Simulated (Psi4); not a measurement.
A dimer, HBr ··· H4O4Si (SMILES Br and O[Si](O)(O)O); the first 2 atoms form monomer A.

```
11

Br     0.7124     0.0000     0.0000
H     -0.7124     0.0000     0.0000
O     -3.5981     0.6802     2.5329
Si    -2.9618    -0.5811     1.7089
O     -2.4259     0.0199     0.2855
O     -4.1420    -1.7083     1.6045
O     -1.6815    -1.3160     2.4127
H     -4.2044     0.4761     3.2492
H     -2.9512     0.7114    -0.1248
H     -3.8729    -2.6104     1.4145
H     -0.8217    -0.9029     2.3013
```

### Question
What interaction energy does SAPT0/jun-cc-pVDZ, frozen core (Psi4 1.11) give, and which attractive term is the largest?

### Answer
Total -17.56 kJ/mol: electrostatics -60.85, exchange 91.08, induction -29.76, dispersion -18.03. The most attractive term is electrostatics.
